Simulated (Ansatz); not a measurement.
`[GeH3][SiH2][GeH3]` + `SS` → `S[S][GeH3]` + `[SiH3][GeH3]` at 298.15 K and 1 bar (cleavage of the Ge–Si bond).

Isolated molecules relaxed with PBE0-D4/def2-TZVP in Ansatz; ΔE leaves out vibrations. CCSD(T)/CBS is the MP2 limit (def2-TZVPP, def2-QZVPP) plus CCSD(T) − MP2 in def2-TZVPP, frozen cores. This one scheme is used for every species. For Ge outer-core shells are correlated without core-valence functions, which leaves a few kJ/mol of doubt a bond. Scalar relativity is left out up to krypton. One conformer a species, not always the lowest.

```
             species  CCSD(T)/CBS energy (Eh)  H − E (kJ/mol)  S (J/(mol·K))
`[GeH3][SiH2][GeH3]`              -4446.10285           190.1          373.2
                `SS`               -796.74576            60.1          251.3
        `S[S][GeH3]`              -2874.07545           108.4          328.4
      `[SiH3][GeH3]`              -2368.78170           140.9          292.8
```

H − E and S are ideal-gas, rigid-rotor, harmonic terms from PBE0-D4/def2-TZVP, for one conformer and one mirror image of each species. 1 Eh = 2625.50 kJ/mol, R = 8.31446 J/(mol·K).

Q: By hand: ΔE, ΔH, ΔS and ΔG.

A: ΔE = (-2874.07545) + (-2368.78170) − (-4446.10285) − (-796.74576) = -0.00854 Eh = -22.4 kJ/mol. Δ(H − E) = 108.4 + 140.9 − 190.1 − 60.1 = -0.9, so ΔH = -23.3 kJ/mol. ΔS = 328.4 + 292.8 − 373.2 − 251.3 = -3.3 J/(mol·K). ΔG = -23.3 − 298.15 × (-3.3)/1000 = -22.3 kJ/mol.

Q: By hand: the equilibrium constant, and the temperature at which ΔG would vanish if ΔH and ΔS stayed fixed.

A: log₁₀ K = −ΔG/(RT ln 10) = 3.9. ΔG = 0 at ΔH/ΔS = 7061 K, far beyond where these terms or the molecules hold.

The number of gas molecules stays the same, so ΔS is small and ΔH decides. A doubt of 5 kJ/mol in ΔE shifts log₁₀ K by 0.9 here. Other conformers and mirror images would add mixing entropy, several J/(mol·K) or more a flexible species. These are equilibria of isolated gas molecules and say nothing of rates. Largest T1 diagnostic: 0.012 (customary marks: 0.02 for closed shells, 0.045 for open ones).
